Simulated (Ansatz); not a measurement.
Relaxation of Al5N4H16⁻, a cluster cut from zinc blende AlN (hydrogen-capped) with RKS PBE-D4/def2-SVP.

```sh
$ ansatz run in.yaml --threads 2 --pin off --events-out ev --progress --plain --max-ram 32768MiB --backend cuda --devices 0, --max-vram 18GiB
```

```yaml
crystal:
  periodic: [false, false, false]
  atoms:
    - {symbol: Al, position_ang: [0.175280, -2.532790, 0.008810]}
    - {symbol: Al, position_ang: [0.193630, 0.004650, -2.515660]}
    - {symbol: Al, position_ang: [-1.488940, -0.005800, 0.001880]}
    - {symbol: Al, position_ang: [0.177790, -0.010200, 2.527670]}
    - {symbol: Al, position_ang: [0.173600, 2.523520, -0.002940]}
    - {symbol: N, position_ang: [-0.376880, -1.112060, -1.104810]}
    - {symbol: N, position_ang: [0.689790, -1.691590, 1.689070]}
    - {symbol: N, position_ang: [0.687300, 1.699480, -1.690960]}
    - {symbol: N, position_ang: [-0.381290, 1.104070, 1.110280]}
    - {symbol: H, position_ang: [1.554430, -3.168610, -0.423500]}
    - {symbol: H, position_ang: [-1.010180, -3.555120, 0.175970]}
    - {symbol: H, position_ang: [1.578960, -0.427020, -3.136960]}
    - {symbol: H, position_ang: [-0.981960, 0.178470, -3.550250]}
    - {symbol: H, position_ang: [-2.306430, -0.963780, 0.959070]}
    - {symbol: H, position_ang: [-2.304110, 0.950840, -0.960260]}
    - {symbol: H, position_ang: [-1.002870, -0.181340, 3.554300]}
    - {symbol: H, position_ang: [1.558980, 0.422990, 3.157910]}
    - {symbol: H, position_ang: [-1.015580, 3.542410, -0.178300]}
    - {symbol: H, position_ang: [1.549720, 3.160880, 0.434930]}
    - {symbol: H, position_ang: [-1.122700, -1.606720, -1.608580]}
    - {symbol: H, position_ang: [0.757740, -2.412530, 2.408930]}
    - {symbol: H, position_ang: [1.661660, -1.456030, 1.451160]}
    - {symbol: H, position_ang: [0.682350, 2.419170, -2.415200]}
    - {symbol: H, position_ang: [1.680220, 1.517240, -1.500300]}
    - {symbol: H, position_ang: [-1.130510, 1.599880, 1.607760]}
basis:
  gaussian: {orbitals: def2-SVP}
total_charge: -1
hamiltonian: {xc: pbe, dispersion: d4}
scf: {lower_state_search: "off"}
output: {orbitals: {seedname: orbitals}}
relax: {f_tol: 0.03, max_steps: 70}
```

Hardware: 2 threads of AMD EPYC 7R13 on a shared host and a share (18 GiB) of an NVIDIA H100 80GB HBM3. Wall time 49 s, peak host memory 0.88 GiB.

Positions (Å) and forces (eV/Å) at steps 1, 2, 3, 4, 5, 6, 7, 8, 9, 10, 11 of 23:

```xyz
25
step=1 energy=-39174.4970 eV
Al    0.175   -2.533    0.009    0.230   -0.082   -0.039
Al    0.194    0.005   -2.516    0.231   -0.042   -0.077
Al   -1.489   -0.006    0.002   -0.398    0.008   -0.011
Al    0.178   -0.010    2.528    0.233    0.042    0.089
Al    0.174    2.524   -0.003    0.237    0.081    0.047
N    -0.377   -1.112   -1.105   -0.259    0.131    0.128
N     0.690   -1.692    1.689   -0.034    0.313   -0.335
N     0.687    1.699   -1.691   -0.002   -0.302    0.286
N    -0.381    1.104    1.110   -0.272   -0.140   -0.132
H     1.554   -3.169   -0.423    0.568   -0.299   -0.236
H    -1.010   -3.555    0.176   -0.427   -0.380    0.109
H     1.579   -0.427   -3.137    0.576   -0.238   -0.289
H    -0.982    0.178   -3.550   -0.413    0.098   -0.378
H    -2.306   -0.964    0.959   -0.309   -0.302    0.304
H    -2.304    0.951   -0.960   -0.303    0.299   -0.298
H    -1.003   -0.181    3.554   -0.432   -0.106    0.385
H     1.559    0.423    3.158    0.571    0.239    0.298
H    -1.016    3.542   -0.178   -0.412    0.371   -0.102
H     1.550    3.161    0.435    0.570    0.302    0.241
H    -1.123   -1.607   -1.609   -0.393   -0.258   -0.264
H     0.758   -2.413    2.409    0.089   -0.277    0.284
H     1.662   -1.456    1.451    0.368   -0.185    0.185
H     0.682    2.419   -2.415    0.047    0.292   -0.291
H     1.680    1.517   -1.500    0.329    0.172   -0.167
H    -1.131    1.600    1.608   -0.397    0.262    0.265
25
step=2 energy=-39174.9662 eV
Al    0.219   -2.532   -0.018    0.104   -0.086   -0.114
Al    0.236   -0.021   -2.517    0.106   -0.117   -0.092
Al   -1.613   -0.005    0.000   -0.233    0.003    0.001
Al    0.221    0.016    2.527    0.105    0.120    0.088
Al    0.217    2.524    0.024    0.101    0.097    0.123
N    -0.452   -1.106   -1.101   -0.263   -0.042   -0.042
N     0.740   -1.683    1.680    0.528   -0.053    0.042
N     0.730    1.693   -1.685    0.447    0.047   -0.052
N    -0.457    1.099    1.105   -0.269    0.040    0.039
H     1.619   -3.187   -0.507    0.089    0.007   -0.080
H    -0.979   -3.586    0.192   -0.051   -0.112    0.090
H     1.644   -0.510   -3.153    0.093   -0.076    0.011
H    -0.951    0.188   -3.585   -0.048    0.080   -0.114
H    -2.460   -0.976    0.971   -0.056   -0.058    0.056
H    -2.457    0.967   -0.975   -0.053    0.055   -0.056
H    -0.973   -0.196    3.586   -0.052   -0.090    0.114
H     1.623    0.507    3.176    0.089    0.080   -0.007
H    -0.982    3.577   -0.190   -0.049    0.113   -0.083
H     1.614    3.179    0.519    0.093   -0.012    0.076
H    -1.179   -1.624   -1.627   -0.081   -0.058   -0.060
H     0.688   -2.414    2.411    0.015    0.081   -0.078
H     1.763   -1.544    1.540   -0.307   -0.163    0.165
H     0.617    2.417   -2.414    0.008   -0.043    0.047
H     1.761    1.599   -1.583   -0.235    0.127   -0.131
H    -1.188    1.618    1.626   -0.080    0.059    0.058
25
step=3 energy=-39175.1634 eV
Al    0.243   -2.489   -0.042    0.066   -0.143   -0.031
Al    0.261   -0.048   -2.474    0.068   -0.034   -0.133
Al   -1.761   -0.002   -0.004   -0.082    0.002   -0.001
Al    0.244    0.040    2.484    0.066    0.033    0.141
Al    0.243    2.481    0.051    0.065    0.137    0.035
N    -0.575   -1.102   -1.097   -0.048    0.088    0.088
N     0.810   -1.688    1.685    0.171    0.067   -0.071
N     0.786    1.701   -1.692    0.139   -0.062    0.060
N    -0.581    1.094    1.101   -0.049   -0.090   -0.086
H     1.647   -3.054   -0.640   -0.016    0.048   -0.035
H    -0.879   -3.619    0.265    0.024   -0.019    0.033
H     1.683   -0.637   -3.004   -0.011   -0.032    0.051
H    -0.843    0.238   -3.627    0.023    0.025   -0.024
H    -2.617   -0.977    0.970   -0.013    0.007   -0.007
H    -2.595    0.981   -0.990   -0.013   -0.004    0.005
H    -0.873   -0.268    3.618    0.024   -0.033    0.020
H     1.651    0.640    3.041   -0.016    0.035   -0.048
H    -0.873    3.621   -0.241    0.023    0.023   -0.026
H     1.654    3.030    0.646   -0.010   -0.052    0.032
H    -1.277   -1.636   -1.640   -0.015   -0.029   -0.025
H     0.691   -2.413    2.410   -0.159    0.021   -0.021
H     1.838   -1.613    1.608   -0.045    0.026   -0.025
H     0.592    2.416   -2.411   -0.118   -0.028    0.029
H     1.819    1.675   -1.658   -0.058   -0.013    0.011
H    -1.287    1.629    1.638   -0.015    0.026    0.029
25
step=4 energy=-39175.2280 eV
Al    0.274   -2.475   -0.082   -0.031    0.140   -0.010
Al    0.296   -0.096   -2.455   -0.027    0.001    0.135
Al   -1.829    0.005   -0.011    0.117   -0.007    0.006
Al    0.276    0.080    2.470   -0.030    0.010   -0.140
Al    0.277    2.463    0.099   -0.025   -0.137    0.000
N    -0.636   -1.100   -1.090    0.052   -0.078   -0.080
N     0.802   -1.655    1.652   -0.111   -0.008    0.007
N     0.747    1.675   -1.667   -0.053    0.007   -0.006
N    -0.643    1.087    1.099    0.051    0.081    0.080
H     1.689   -2.924   -0.735    0.005   -0.016   -0.001
H    -0.767   -3.676    0.254    0.021   -0.002    0.014
H     1.745   -0.715   -2.839    0.008    0.001   -0.007
H    -0.714    0.183   -3.696    0.023    0.005   -0.006
H    -2.707   -0.959    0.950   -0.044   -0.019    0.019
H    -2.642    0.996   -1.004   -0.045    0.026   -0.026
H    -0.758   -0.254    3.676    0.021   -0.014    0.003
H     1.694    0.734    2.910    0.005    0.001    0.014
H    -0.747    3.691   -0.188    0.024    0.005   -0.005
H     1.717    2.866    0.727    0.007    0.009   -0.002
H    -1.310   -1.652   -1.652   -0.041    0.021    0.022
H     0.543   -2.361    2.359    0.039   -0.010    0.010
H     1.832   -1.654    1.650    0.054   -0.032    0.034
H     0.406    2.362   -2.358    0.010    0.011   -0.011
H     1.775    1.738   -1.722    0.012    0.029   -0.029
H    -1.321    1.641    1.655   -0.041   -0.022   -0.021
25
step=5 energy=-39175.2484 eV
Al    0.280   -2.471   -0.080    0.018   -0.011    0.027
Al    0.327   -0.100   -2.441    0.039    0.035    0.008
Al   -1.812    0.011   -0.016    0.021   -0.015    0.015
Al    0.286    0.077    2.463    0.019   -0.026    0.009
Al    0.305    2.451    0.104    0.038   -0.005   -0.034
N    -0.623   -1.101   -1.092   -0.044   -0.014   -0.039
N     0.773   -1.681    1.676    0.025   -0.010    0.009
N     0.674    1.717   -1.708    0.010    0.027   -0.029
N    -0.629    1.089    1.100   -0.043    0.037    0.015
H     1.703   -2.919   -0.719   -0.003    0.006    0.003
H    -0.750   -3.684    0.246   -0.006    0.007   -0.011
H     1.814   -0.672   -2.747   -0.002    0.008    0.011
H    -0.632    0.110   -3.737    0.005   -0.015    0.015
H    -2.711   -0.948    0.939    0.004    0.001    0.000
H    -2.637    1.001   -1.009    0.013    0.010   -0.011
H    -0.735   -0.245    3.686   -0.005    0.011   -0.007
H     1.712    0.717    2.897   -0.002   -0.002   -0.006
H    -0.673    3.731   -0.116    0.004   -0.014    0.015
H     1.782    2.784    0.684   -0.002   -0.011   -0.008
H    -1.308   -1.642   -1.651    0.004    0.012    0.015
H     0.460   -2.376    2.373   -0.004    0.016   -0.017
H     1.803   -1.725    1.718   -0.030   -0.001    0.002
H     0.222    2.371   -2.368   -0.005   -0.039    0.040
H     1.687    1.866   -1.849   -0.056    0.009   -0.011
H    -1.319    1.638    1.647    0.004   -0.014   -0.012
25
step=6 energy=-39175.2601 eV
Al    0.284   -2.474   -0.077    0.014   -0.032   -0.006
Al    0.364   -0.107   -2.427    0.035    0.067   -0.048
Al   -1.792    0.015   -0.020    0.032    0.015   -0.014
Al    0.293    0.074    2.465    0.013    0.006    0.033
Al    0.339    2.440    0.111    0.035    0.045   -0.063
N    -0.608   -1.104   -1.094   -0.061    0.010    0.016
N     0.748   -1.698    1.692    0.111   -0.095    0.096
N     0.605    1.749   -1.739    0.191    0.364   -0.369
N    -0.614    1.091    1.103   -0.061   -0.019   -0.012
H     1.716   -2.907   -0.704   -0.011   -0.011    0.018
H    -0.758   -3.686    0.217    0.016    0.000    0.002
H     1.885   -0.632   -2.660   -0.057    0.041    0.017
H    -0.573    0.026   -3.756    0.057   -0.015    0.029
H    -2.701   -0.940    0.932    0.005    0.025   -0.024
H    -2.589    1.019   -1.027   -0.005   -0.018    0.018
H    -0.738   -0.215    3.688    0.017   -0.002   -0.001
H     1.730    0.701    2.881   -0.010   -0.019    0.010
H    -0.621    3.750   -0.034    0.054   -0.024    0.015
H     1.850    2.704    0.646   -0.053   -0.015   -0.040
H    -1.302   -1.635   -1.653    0.037    0.011    0.004
H     0.390   -2.383    2.379    0.013    0.065   -0.064
H     1.777   -1.778    1.769   -0.147    0.022   -0.022
H     0.032    2.363   -2.361    0.254   -0.317    0.319
H     1.595    1.990   -1.972   -0.512   -0.099    0.095
H    -1.312    1.638    1.641    0.036   -0.004   -0.009
25
step=7 energy=-39175.2698 eV
Al    0.286   -2.479   -0.074    0.046   -0.063    0.048
Al    0.388   -0.107   -2.423    0.150    0.090   -0.073
Al   -1.777    0.026   -0.031   -0.027   -0.028    0.029
Al    0.296    0.071    2.469    0.050   -0.048    0.062
Al    0.360    2.437    0.111    0.143    0.076   -0.088
N    -0.595   -1.103   -1.096   -0.065    0.026   -0.021
N     0.727   -1.712    1.705    0.119   -0.130    0.129
N     0.542    1.768   -1.759    0.108    0.568   -0.577
N    -0.602    1.092    1.103   -0.064    0.017   -0.025
H     1.724   -2.929   -0.678   -0.020    0.022   -0.005
H    -0.746   -3.701    0.219   -0.018    0.023   -0.024
H     1.937   -0.575   -2.598   -0.094    0.031    0.037
H    -0.489   -0.031   -3.801    0.034   -0.019    0.092
H    -2.712   -0.916    0.908    0.030    0.005   -0.004
H    -2.590    1.024   -1.031    0.044    0.010   -0.011
H    -0.722   -0.217    3.704   -0.016    0.025   -0.024
H     1.742    0.672    2.897   -0.021    0.005   -0.021
H    -0.544    3.796    0.022    0.030   -0.084    0.020
H     1.901    2.651    0.591   -0.085   -0.039   -0.029
H    -1.288   -1.631   -1.659    0.022   -0.001    0.004
H     0.338   -2.390    2.386    0.052    0.124   -0.126
H     1.753   -1.814    1.804   -0.193    0.027   -0.026
H    -0.126    2.338   -2.338    0.455   -0.417    0.424
H     1.496    2.086   -2.068   -0.702   -0.215    0.208
H    -1.298    1.643    1.639    0.021   -0.004    0.001
25
step=8 energy=-39175.2943 eV
Al    0.287   -2.485   -0.071   -0.014    0.008   -0.018
Al    0.422   -0.108   -2.413    0.051    0.086   -0.001
Al   -1.764    0.031   -0.036    0.070    0.002   -0.001
Al    0.300    0.068    2.474   -0.014    0.018   -0.005
Al    0.393    2.430    0.112    0.049   -0.002   -0.085
N    -0.581   -1.101   -1.096   -0.029    0.000    0.002
N     0.716   -1.722    1.713    0.083   -0.122    0.123
N     0.487    1.779   -1.770    0.083    0.532   -0.539
N    -0.587    1.093    1.102   -0.028   -0.005    0.000
H     1.724   -2.927   -0.683   -0.017   -0.005    0.028
H    -0.769   -3.692    0.199    0.019    0.005    0.000
H     1.984   -0.549   -2.535   -0.096    0.056    0.018
H    -0.446   -0.071   -3.796    0.068   -0.023    0.045
H    -2.700   -0.910    0.903   -0.005    0.021   -0.020
H    -2.533    1.047   -1.054   -0.026   -0.010    0.009
H    -0.741   -0.196    3.695    0.020   -0.001   -0.006
H     1.744    0.677    2.894   -0.017   -0.030    0.003
H    -0.507    3.792    0.063    0.065   -0.039    0.024
H     1.946    2.593    0.565   -0.088   -0.018   -0.053
H    -1.269   -1.626   -1.668    0.023    0.007    0.008
H     0.308   -2.393    2.388    0.048    0.099   -0.099
H     1.738   -1.837    1.825   -0.132    0.019   -0.019
H    -0.261    2.295   -2.297    0.451   -0.357    0.362
H     1.387    2.164   -2.147   -0.583   -0.233    0.228
H    -1.279    1.651    1.635    0.022   -0.009   -0.005
25
step=9 energy=-39175.3424 eV
Al    0.277   -2.485   -0.070   -0.003    0.002    0.001
Al    0.464   -0.091   -2.381   -0.014    0.034   -0.016
Al   -1.759    0.036   -0.041    0.001   -0.001    0.001
Al    0.292    0.065    2.472   -0.002   -0.001    0.000
Al    0.433    2.402    0.095   -0.018    0.017   -0.035
N    -0.574   -1.092   -1.096    0.001    0.005   -0.002
N     0.709   -1.726    1.716    0.023   -0.010    0.010
N     0.394    1.804   -1.797    0.036    0.136   -0.136
N    -0.579    1.093    1.092    0.002    0.000   -0.004
H     1.709   -2.943   -0.676   -0.005   -0.003    0.008
H    -0.784   -3.685    0.199   -0.002    0.000    0.000
H     2.042   -0.442   -2.388    0.007    0.012    0.015
H    -0.313   -0.144   -3.813    0.035   -0.022    0.010
H    -2.703   -0.899    0.893   -0.002    0.005   -0.004
H    -2.543    1.048   -1.054   -0.006   -0.006    0.006
H    -0.754   -0.197    3.688   -0.002    0.000   -0.001
H     1.734    0.666    2.907   -0.005   -0.009    0.002
H    -0.383    3.813    0.135    0.033   -0.010    0.022
H     2.007    2.457    0.459    0.009   -0.015   -0.011
H    -1.249   -1.610   -1.687    0.000    0.000   -0.001
H     0.304   -2.395    2.389   -0.004    0.011   -0.011
H     1.729   -1.838    1.824   -0.019    0.007   -0.007
H    -0.422    2.249   -2.255    0.103   -0.100    0.102
H     1.226    2.246   -2.232   -0.168   -0.053    0.051
H    -1.258    1.669    1.621    0.000    0.001    0.000
25
step=10 energy=-39175.3691 eV
Al    0.266   -2.482   -0.072   -0.004    0.010    0.000
Al    0.505   -0.077   -2.357    0.032   -0.038   -0.020
Al   -1.759    0.039   -0.042    0.007   -0.002    0.005
Al    0.284    0.066    2.468   -0.007    0.000   -0.011
Al    0.471    2.382    0.081    0.029    0.013    0.034
N    -0.569   -1.079   -1.100   -0.005    0.007   -0.026
N     0.706   -1.721    1.709   -0.002    0.022   -0.021
N     0.309    1.822   -1.816   -0.003    0.128   -0.136
N    -0.572    1.096    1.080   -0.004    0.025   -0.007
H     1.691   -2.959   -0.680   -0.005   -0.008    0.001
H    -0.810   -3.670    0.198    0.000   -0.001    0.002
H     2.098   -0.355   -2.243   -0.055    0.031    0.004
H    -0.171   -0.238   -3.838    0.049    0.032    0.079
H    -2.698   -0.898    0.895   -0.002    0.004   -0.005
H    -2.555    1.047   -1.052   -0.012   -0.003    0.003
H    -0.776   -0.197    3.672    0.002   -0.003    0.003
H     1.720    0.667    2.920   -0.004   -0.003    0.008
H    -0.254    3.841    0.226    0.049   -0.070   -0.028
H     2.064    2.322    0.372   -0.051   -0.001   -0.029
H    -1.233   -1.591   -1.707   -0.001    0.000   -0.001
H     0.308   -2.392    2.384   -0.007   -0.017    0.017
H     1.727   -1.828    1.810    0.016   -0.002    0.000
H    -0.579    2.193   -2.201    0.154   -0.079    0.081
H     1.067    2.325   -2.313   -0.175   -0.047    0.045
H    -1.241    1.687    1.605   -0.002    0.001    0.001
25
step=11 energy=-39175.3792 eV
Al    0.251   -2.483   -0.071   -0.021   -0.017    0.003
Al    0.557   -0.069   -2.322   -0.007    0.148   -0.088
Al   -1.756    0.042   -0.044   -0.036    0.002   -0.004
Al    0.271    0.063    2.468   -0.015   -0.003    0.019
Al    0.521    2.350    0.071   -0.008    0.095   -0.142
N    -0.563   -1.071   -1.102    0.035   -0.010   -0.031
N     0.705   -1.719    1.705   -0.007    0.038   -0.043
N     0.240    1.829   -1.826   -0.039    0.213   -0.213
N    -0.565    1.099    1.072    0.032    0.022    0.011
H     1.665   -2.987   -0.685    0.004    0.006   -0.003
H    -0.836   -3.659    0.204   -0.003    0.003    0.007
H     2.157   -0.263   -2.122   -0.116   -0.024    0.002
H    -0.052   -0.235   -3.831    0.066   -0.056    0.064
H    -2.695   -0.894    0.891    0.010   -0.005    0.007
H    -2.572    1.044   -1.047    0.004   -0.004    0.005
H    -0.798   -0.205    3.663   -0.006   -0.007   -0.005
H     1.697    0.667    2.947    0.005    0.005   -0.007
H    -0.141    3.837    0.225    0.056   -0.055    0.052
H     2.124    2.219    0.282   -0.102   -0.012    0.020
H    -1.218   -1.575   -1.728    0.011    0.012    0.006
H     0.318   -2.393    2.384   -0.006   -0.027    0.027
H     1.727   -1.816    1.796    0.030   -0.003    0.004
H    -0.718    2.114   -2.128    0.416   -0.121    0.128
H     0.906    2.398   -2.390   -0.316   -0.200    0.196
H    -1.225    1.708    1.589    0.011   -0.002   -0.012
```
